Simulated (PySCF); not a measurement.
CdP and its ions

r²SCAN; PySCF, scalar-relativistic core potentials, basis sets Cd def2-SVPD with ECP28, P def2-SVPD. Neutral (UKS): quartet (σ ↑, π ↑↑), Re = 2.654 Å, ωe = 181 cm⁻¹, De = 0.42 eV, HOMO -4.92 eV, LUMO -3.34 eV.

CdP⁺ (UKS): triplet (π ↑↑), Re = 2.487 Å, ωe = 266 cm⁻¹, De = 1.81 eV to Cd⁺ + P. The energies at the minima are -508.93671 hartree for CdP and -508.66124 for CdP⁺.

(1) Work out the adiabatic ionisation energy, without and with harmonic zero-point energies (1 hartree = 27.2114 eV, 1 eV = 8065.5 cm⁻¹), and the change of the bond length.

Weak bonds: CdP. Basis-set superposition, not corrected here, can be much of De in a small basis, most of all at correlated wavefunction levels. Spin–orbit coupling is left out. For an ion De counts to the pair picked by the measured ionisation energies or electron affinities, which need not be the lowest pair at this level. States were picked by a PBE0 search and need not be the measured ground states.

## Answers

(1) At r²SCAN: 0.27547 hartree = 7.496 eV between the minima; the zero-point term (266.0 − 181.0)/2 cm⁻¹ = +0.005 eV makes it 7.501 eV. Re changes by -16.7 pm against the neutral. The electron leaves a σ orbital, and the shorter bond of the ion fits an antibonding orbital, or a change in how ionic the bond is.
